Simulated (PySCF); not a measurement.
Job file and geometry (Å, from GFN2-xTB) of an NMR shielding run on `C(#N)CC[SiH2]O[C@]12C[C@H]1C2`, C7H11NOSi, GIAO PBE0/pcSseg-1 NMR shielding, non-relativistic, gas phase (PySCF 2.14.0, density-fitted response routines); density fitting, a coarse starting grid and PySCF grid level 2 are the driver's defaults:

```
$ OMP_NUM_THREADS=1 python probes_run.py task.json out

{"job": {"kind": "nmr", "xc": "PBE0", "basis": "pcSseg-1"}, "charge": 0, "multiplicity": 1}
N      4.982018    -0.297485    -1.698889
C      3.981895    -0.445209    -1.163852
C      2.721686    -0.588662    -0.483339
C      2.204132     0.777829    -0.020397
Si     0.537126     0.664351     0.876370
O     -0.400404    -0.062994    -0.235526
C     -1.722397    -0.337195    -0.201178
C     -2.738293    -0.306227    -1.292586
C     -2.962331     0.468734    -0.022666
C     -2.648426    -0.654483     0.925270
H      2.861632    -1.256626     0.371109
H      2.004676    -1.049775    -1.167833
H      2.934426     1.228987     0.650777
H      2.130033     1.437651    -0.886300
H      0.634533    -0.168758     2.079765
H      0.035116     1.991663     1.237125
H     -3.335815    -1.191768    -1.484216
H     -2.490191     0.255752    -2.184202
H     -3.179244     1.499440     0.148095
H     -3.242680    -1.561541     0.887076
H     -2.316411    -0.386741     1.921129
```

Q: Write the output of this run.

A: 
```
coarse grid: 18200 points
cycle   1  E = -691.9273988997  dE =  1.691e+00  |g| = 7.425e-01  |ddm| = 4.251e+00
cycle   2  E = -691.7454674377  dE =  1.819e-01  |g| = 1.214e+00  |ddm| = 1.664e+00
cycle   3  E = -692.0311448026  dE = -2.857e-01  |g| = 2.292e-01  |ddm| = 1.116e+00
cycle   4  E = -692.0416629700  dE = -1.052e-02  |g| = 7.281e-02  |ddm| = 1.894e-01
cycle   5  E = -692.0426053025  dE = -9.423e-04  |g| = 2.820e-02  |ddm| = 7.215e-02
cycle   6  E = -692.0427663082  dE = -1.610e-04  |g| = 5.097e-03  |ddm| = 2.607e-02
cycle   7  E = -692.0427714854  dE = -5.177e-06  |g| = 1.844e-03  |ddm| = 5.884e-03
final grid: 171680 points
cycle   8  E = -692.1110273013  dE = -4.012e-05  |g| = 1.163e-02  |ddm| = 3.532e-02
cycle   9  E = -692.1109950431  dE =  3.226e-05  |g| = 1.741e-02  |ddm| = 2.198e-02
cycle  10  E = -692.1110551387  dE = -6.010e-05  |g| = 1.799e-03  |ddm| = 1.409e-02
cycle  11  E = -692.1110558523  dE = -7.136e-07  |g| = 3.014e-04  |ddm| = 1.944e-03
cycle  12  E = -692.1110558613  dE = -8.966e-09  |g| = 2.379e-04  |ddm| = 4.124e-04
cycle  13  E = -692.1110558723  dE = -1.100e-08  |g| = 6.391e-05  |ddm| = 1.870e-04
cycle  14  E = -692.1110558731  dE = -8.504e-10  |g| = 1.374e-05  |ddm| = 5.252e-05
converged SCF energy = -692.1110558731

GIAO shielding tensors (ppm)
atom      isotropic    diamagn.    paramagn.     s11        s22        s33       span
  0 N      -29.597     338.373    -367.970   -197.153   -187.842    296.203    493.356
  1 C       61.296     256.795    -195.498    -60.546    -50.753    295.187    355.733
  2 C      174.534     245.467     -70.933    163.076    174.615    185.911     22.835
  3 C      171.655     255.793     -84.138    161.030    172.891    181.045     20.015
  4 Si     370.076     882.670    -512.595    327.546    356.106    426.575     99.029
  5 O      329.186     400.273     -71.087    288.778    338.846    359.933     71.155
  6 C      132.931     226.929     -93.998    100.173    112.997    185.624     85.451
  7 C      149.880     257.029    -107.149    138.116    143.271    168.254     30.139
  8 C      183.031     268.689     -85.658    154.035    196.047    199.010     44.974
  9 C      153.328     257.933    -104.605    143.155    146.751    170.078     26.923
 10 H       29.585      27.817       1.768     24.069     29.571     35.114     11.045
 11 H       29.111      30.566      -1.455     22.683     30.371     34.279     11.595
 12 H       30.998      31.152      -0.154     26.292     29.488     37.214     10.922
 13 H       30.335      33.507      -3.172     26.412     29.250     35.344      8.931
 14 H       26.884      31.666      -4.781     22.996     26.086     31.572      8.576
 15 H       26.981      31.599      -4.617     22.990     26.141     31.813      8.822
 16 H       30.831      30.190       0.641     25.719     27.373     39.400     13.681
 17 H       29.696      32.269      -2.573     25.055     26.345     37.689     12.635
 18 H       29.761      35.304      -5.543     25.135     26.948     37.198     12.063
 19 H       30.946      30.271       0.675     25.646     27.319     39.873     14.227
 20 H       29.812      33.182      -3.370     24.796     27.335     37.306     12.511
```

Q: Turn these shieldings into chemical shifts. δ = σ(ref) − σ, references computed at the same level: $^{15}$N (σ = 267.73 ppm) vs NH3; TMS for $^{13}$C (σ = 186.93 ppm) and $^{29}$Si (σ = 349.16 ppm) and $^{1}$H (σ = 31.72 ppm); $^{17}$O (σ = 336.08 ppm) vs H2O.

A: Averaging equivalent atoms: N 0: 297.3; C 1: 125.6; C 6: 54.0; C 7/9: 35.3; C 3: 15.3; C 2: 12.4; C 8: 3.9; Si 4: -20.9; O 5: 6.9; H 14/15: 4.78; H 10/11: 2.37; H 17/20: 1.96; H 18: 1.96; H 12/13: 1.05; H 16/19: 0.83 ppm. Experimental scales use liquid or dissolved standards, which lie at an offset from isolated NH3 (liquid NH3: subtract about 20 ppm) and H2O (liquid H2O: subtract about 36 ppm). Unscaled 15N shifts of sp2 nitrogen come out 20 to 40 ppm too high even then.

Size and cost of the density-fitted run: 232 basis functions, 47 s wall time on 1 thread of an Arm Neoverse V2, shared host; peak memory 1.1 GiB.
